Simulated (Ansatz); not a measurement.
Basis sets compared for the cluster Ga3Sb2⁺. Charge 1, multiplicity 1. Geometry r2SCAN-D4/def2-SVP. Ansatz on 4 threads of Arm Neoverse V1 on a shared host; times are rough, and most runs start from earlier orbitals.

```xyz
5

Ga   -2.234    0.131    0.502
Ga    2.889    0.991    0.601
Ga   -1.501   -1.489   -1.355
Sb    0.278    1.152   -0.786
Sb    0.568   -0.785    1.038
```

In the def2 sets Sb takes a core potential; there is no spin–orbit coupling. The structure comes from a short search, and lower isomers may exist.

```tsv
level	functions	energy (Eh)	HOMO (eV)	LUMO (eV)	wall time
PBE-D4/def2-SVP	148	-6253.3388	-9.39	-8.20	2.6 s
PBE0-D4/def2-SVP	148	-6253.4523	-10.08	-7.59	5.5 s
```

**Question.** Estimate the rows for PBE-D4/def2-TZVP, PBE0-D4/def2-TZVP.

**Answer.** 
```csv
level,functions,energy (Eh),HOMO (eV),LUMO (eV),wall time
PBE-D4/def2-TZVP,244,-6254.0965,-9.32,-8.14,4.6 s
PBE0-D4/def2-TZVP,244,-6254.2083,-10.01,-7.52,17 s
```
